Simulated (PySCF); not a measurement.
# Stretching one bond of AlBH2N cation

These are calculations, not measurements. The program is PySCF 2.14.0, an open-source quantum chemistry code, run on an isolated molecule that a program drew, which may never have been made. The molecule is AlBH2N cation (charge +1, singlet), drawn as the SMILES string `B=[N][AlH+]`.

The structure below is the HF double-zeta minimum with every atom moved a little at random, so it isn't optimised. Bond N2-Al3 is then set to each length in the table by shifting atoms 3, 5 along it, with nothing else relaxed.
```xyz
5
AlBH2N cation, angstrom
B    -1.8718   -2.0465   -0.7562
N    -1.2463   -0.9613   -1.0435
Al   -0.5000    0.4779   -1.4129
H    -2.4002   -3.0905   -0.5237
H     0.1760    1.8051   -1.6981
```

E is the energy above the same method's energy at the HF double-zeta minimum. IE is the energy to remove one electron at fixed geometry, to the doublet state of charge +2, as a difference of total energies. The basis family is cc-pV(n+d)Z, with UHF for radicals and no spin-orbit coupling. Best is HF at quadruple zeta, plus MP2 correlation extrapolated from triple and quadruple zeta, plus CCSD(T) minus MP2 at triple zeta, with a frozen core. The other columns are at triple zeta.

| bond (Å) | E r2SCAN (kcal/mol) | E CCSD (kcal/mol) | E CCSD(T) (kcal/mol) | E best (kcal/mol) | IE r2SCAN (eV) | IE CCSD (eV) | IE CCSD(T) (eV) | IE best (eV) | T1 |
|---|---|---|---|---|---|---|---|---|---|
| 1.6357 | 1.64 | 1.73 | 1.76 | 1.84 | 17.176 | 16.979 | 17.160 | 17.292 | 0.015 |
| 1.6627 | 0.75 | 0.76 | 0.68 | 0.81 | 17.060 | 16.862 | 17.045 | 17.177 | 0.015 |
| 1.8537 | 9.32 | 9.13 | 8.29 | 8.71 | 16.287 | 16.087 | 16.288 | 16.423 | 0.016 |
| 1.9047 | ? | ? | ? | ? | ? | ? | ? | ? | ? |
| 2.0757 | 35.54 | 35.67 | 33.89 | 34.58 | 15.506 | 15.300 | 15.523 | 15.662 | 0.018 |
| 2.1637 | 47.46 | 47.85 | 45.68 | 46.43 | 15.231 | 15.022 | 15.254 | 15.394 | 0.018 |

T1 is the CCSD diagnostic of the starting molecule.

**Estimate the best E and IE at 1.9047 Å from the other rows.**

A least-squares cubic in the inverse of the bond length through the other values of E best gives 13.74 kcal/mol there. A least-squares quadratic in the bond length through IE best gives 16.237 eV. The calculation gives 13.73 kcal/mol and 16.237 eV, so the fits miss by 0.01 kcal/mol and 0.000 eV. The same recipe one zeta lower moves these two values by 0.82 kcal/mol and 0.02 eV, a gauge of their own error. The rest of the row: E is 14.45 (r2SCAN), 14.29 (CCSD), 13.23 (CCSD(T)); IE is 16.097 (r2SCAN), 15.896 (CCSD), 16.101 (CCSD(T)); T1 is 0.016.
